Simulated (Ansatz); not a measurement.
# Worked example: C2H2Cl2Si + C2H3Cl2Si → C2HCl2Si + C2H4Cl2Si

Species: C2H2Cl2Si `C#C[SiH](Cl)Cl`, singlet; C2H3Cl2Si `[H]/[C]=C/[SiH](Cl)Cl`, doublet; C2HCl2Si `C#C[Si](Cl)Cl`, doublet; C2H4Cl2Si `C=C[SiH](Cl)Cl`, singlet. A radical takes H: the energy is the difference in strength between the Si–H bond broken and the C–H bond made.

Shapes, held fixed at every level: PBE0-D4/def2-TZVP. Flexible molecules stand in one conformer, not always the lowest. Programs: Ansatz 0.2.0. The zero-point and thermal change to 298 K, harmonic and unscaled (PBE0-D4/def2-TZVP), is +12.8 kJ/mol.

At B2PLYP/def2-TZVPP; 1 Eh = 2625.50 kJ/mol:

```
  species   energy (Eh)
C2H2Cl2Si  -1286.978189
C2H3Cl2Si  -1287.533694
 C2HCl2Si  -1286.328522
C2H4Cl2Si  -1288.215236
```

Work out ΔH(298 K) of the reaction at this level.


1. Products less reactants: (-1286.328522) + (-1288.215236) − [(-1286.978189) + (-1287.533694)] = -0.031875 Eh = -83.7 kJ/mol.
2. With the thermal change: -83.7 + (+12.8) = -70.9 kJ/mol.

Other levels give -70.3 (r2SCAN-D4/def2-TZVPP) to -37.5 kJ/mol (HF/def2-TZVPP). No measured value is set beside it here. Spin contamination: C2H3Cl2Si (⟨S²⟩ up to 0.92), C2HCl2Si (⟨S²⟩ up to 0.80). Open shells run unrestricted.
